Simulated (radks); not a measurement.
Coulomb parameter of the 5d shell of neutral platinum in the model configuration [Xe] 4f14 5d8.5 6s1.5, as a second difference U = [E(n + 0.25) + E(n - 0.25) - 2 E(n)] / (0.25)^2 with all orbitals relaxed. "Bare": the charge of the atom changes with n. "Screened": the 6s shell takes up the change at fixed total charge, which measures U(5d,5d) + U(6s,6s) - 2 U(5d,6s). All-electron calculation, Dirac Kohn-Sham, BLYP, spin-unpolarised, spherical densities, finite nucleus; open shells are shared between the two j in proportion to 2j + 1; Fermi nuclear charge, rms radius 5.427 fm. Program: a radial shooting solver on a logarithmic mesh with Libxc functionals.

| case | configuration | E - E(n) (eV) |
|---|---|---|
| start | [Xe] 4f14 5d8.5 6s1.5 | 0.000 |
| bare +0.25 | [Xe] 4f14 5d8.75 6s1.5 | -1.448 |
| bare -0.25 | [Xe] 4f14 5d8.25 6s1.5 | 2.048 |
| screened +0.25 | [Xe] 4f14 5d8.75 6s1.25 | -0.197 |
| screened -0.25 | [Xe] 4f14 5d8.25 6s1.75 | 0.264 |

U(bare) = 9.589 eV, U(screened by 6s) = 1.069 eV. The step up makes a negative ion, whose loosely bound charge lowers the bare value.
